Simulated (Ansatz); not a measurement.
`[OH][GaH][F]` + `[SiH3]`• → `[OH][Ga][F]`• + SiH₄ at 298.15 K and 1 bar (hydrogen abstraction from a Ga–H bond).

Calculated with Ansatz (gas phase, PBE0-D4/def2-TZVP geometries, no zero-point term in ΔE). CBS: MP2 limit from def2 TZ/QZ plus the TZ coupled-cluster correction, frozen cores. This one scheme is used for every species. Open shells (•) are unrestricted, without spin–orbit coupling. For Ga outer-core shells are correlated without core-valence functions, which leaves a few kJ/mol of doubt a bond. Scalar relativity is left out up to krypton. Each species was taken in one conformer, which may not be the lowest.

```tsv
species	CCSD(T)/CBS energy (Eh)	H − E (kJ/mol)	S (J/(mol·K))
`[OH][GaH][F]`	-2100.17635	72.9	288.6
`[SiH3]`•	-290.80808	66.0	217.1
`[OH][Ga][F]`•	-2099.53876	52.3	290.8
SiH₄	-291.46306	92.1	204.8
```

H − E and S are ideal-gas, rigid-rotor, harmonic terms from PBE0-D4/def2-TZVP, for one conformer and one mirror image of each species, with the whole ground term of open shells counted as degenerate. 1 Eh = 2625.50 kJ/mol, R = 8.31446 J/(mol·K).

**Question.** By hand: ΔE, ΔH, ΔS and ΔG.

**Answer.** ΔE = (-2099.53876) + (-291.46306) − (-2100.17635) − (-290.80808) = -0.01739 Eh = -45.7 kJ/mol. Δ(H − E) = 52.3 + 92.1 − 72.9 − 66.0 = 5.5, so ΔH = -40.2 kJ/mol. ΔS = 290.8 + 204.8 − 288.6 − 217.1 = -10.1 J/(mol·K). ΔG = -40.2 − 298.15 × (-10.1)/1000 = -37.2 kJ/mol.

**Question.** By hand: the equilibrium constant, and the temperature at which ΔG would vanish if ΔH and ΔS stayed fixed.

**Answer.** log₁₀ K = −ΔG/(RT ln 10) = 6.5. ΔG = 0 at ΔH/ΔS = 3980 K, far beyond where these terms or the molecules hold.

The number of gas molecules stays the same, so ΔS is small and ΔH decides. A doubt of 5 kJ/mol in ΔE shifts log₁₀ K by 0.9 here. Other conformers and mirror images would add mixing entropy, several J/(mol·K) or more a flexible species. These are equilibria of isolated gas molecules and say nothing of rates. Largest T1 diagnostic: 0.018 (customary marks: 0.02 for closed shells, 0.045 for open ones).
